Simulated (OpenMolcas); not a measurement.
# O⁺: effect of the basis set

| Property | Result |
| --- | --- |
| Program | OpenMolcas 26.06 |
| Method | CASSCF |
| Active space | 5 electrons in 4 orbitals (2s 2p) |
| State averaging | 2S+1 = 4 odd, 1 root; 2S+1 = 2 odd, 8 roots; 2S+1 = 4 even, 3 roots; 2S+1 = 2 even, 9 roots |
| Spin-orbit coupling | RASSI with atomic mean-field integrals over the reference wave functions, term energies averaged over their components |

A. ANO-RCC-VDZP [3s2p1d], DKH2, point nucleus; cost about 10 core-seconds
B. ANO-RCC-VTZP [4s3p2d1f], DKH2, point nucleus; cost roughly 11 core-seconds
C. ANO-L-VTZP [4s3p2d1f], non-relativistic, point nucleus; cost roughly 10 core-seconds
D. ANO-R2 [4s4p2d1f], X2C, finite nucleus; cost of the order of 11 core-seconds
E. ANO-R3 [4s4p2d1f], X2C, finite nucleus; cost about 11 core-seconds
F. ANO-RCC-VQZP [5s4p3d2f1g], DKH2, point nucleus; cost roughly 11 core-seconds

Energies in cm⁻¹ above 2s² 2p³ ⁴S°_3/2, the measured ground level; measured values from NIST Handbook of Basic Atomic Spectroscopic Data.

```tsv
Level	A	B	C	D	E	F	Measured
2s² 2p³ ⁴S°_3/2	0.0	0.0	0.0	0.0	0.0	0.0	0.0
2s² 2p³ ²D°_3/2	30454	30465	30478	30571	30571	30581	26831
2s² 2p³ ²D°_5/2	30458	30469	30482	30574	30574	30584	26811
2s² 2p³ ²P°_3/2	41116	41114	41128	41245	41245	41247	40468
2s² 2p³ ²P°_1/2	41120	41117	41132	41249	41249	41251	40470
2s 2p⁴ ⁴P_5/2	121691	121690	121290	121784	121784	121747	119837
2s 2p⁴ ⁴P_3/2	121842	121840	121439	121932	121932	121895	120000
2s 2p⁴ ⁴P_1/2	121932	121929	121527	122020	122020	121984	120083
2s 2p⁴ ²D_3/2	179280	179318	178869	179458	179458	179474	165996
2s 2p⁴ ²D_5/2	179280	179319	178869	179458	179458	179474	165988
2s 2p⁴ ²S_1/2	208881	208928	208489	209042	209042	209055	195710
2s 2p⁴ ²P_3/2	233512	233640	233073	233691	233691	233756	212594
2s 2p⁴ ²P_1/2	233690	233817	233248	233867	233867	233933	212762
```

Deviations, from unrounded energies. A percentage is the sum of absolute deviations over the sum of measured energies, with the sign that they share, or ± where signs differ.

```tsv
Against measurement	Levels	A	B	C	D	E	F
mean absolute deviation (cm-1)	12	8000	8000	7700	8100	8100	8100
other terms of the ground configuration (%)	4	+6.4	+6.4	+6.4	+6.7	+6.7	+6.7
other configurations (%)	8	+6.6	+6.7	+6.4	+6.7	+6.7	+6.7
```

A, B, C lie about equally close to measurement and F furthest from it. The largest miss of C in the table is 2s 2p⁴ ²P_1/2, by +20000 cm-1. The ranking rests on the paired levels alone, and a cruder setting can come out closer through cancelling errors.

Among A to F the level of the table that moves most is 2s 2p⁴ ²P_1/2, by 680 cm-1 (lowest in C, highest in F).

Without dynamic correlation excited terms often stand tens of per cent too high (terms of higher spin than the ground term too low), and those without a measured partner can miss by more than the paired ones. Computed and measured levels are paired by configuration, term and J; levels that our copy of the source lacks, or whose pairing is in doubt (as where it misses far off the trend of its configuration), stay unpaired and out of the deviations. Levels of configurations outside the active space are missing.

° marks odd parity.
